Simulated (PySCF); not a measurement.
B(F)(Cl)(OEt) (C2H5BClFO), SMILES CCOB(F)Cl.

Geometry optimised at PBE-D3(BJ)/def2-SVP. This is a generated structure with no PubChem entry under its InChIKey; it may be hypothetical. The values are those of a single conformer.

Method: PBE/def2-TZVP (PySCF).

| Quantity | Result |
|---|---|
| total energy | -739.10847 hartree |
| highest occupied level | -7.70 eV |
| lowest empty level | -0.58 eV |
| orbital gap | 7.12 eV |
| dipole moment | 2.49 D |
| quadrupole, principal values (traceless, Buckingham form, about the centre of nuclear charge) | -3.83, 1.75, 2.08 D·Å |
| mean static polarisability | 55.8 bohr³ (8.27 Å³) |
| polarisability, principal values | 46.8, 55.6, 65.0 bohr³ |
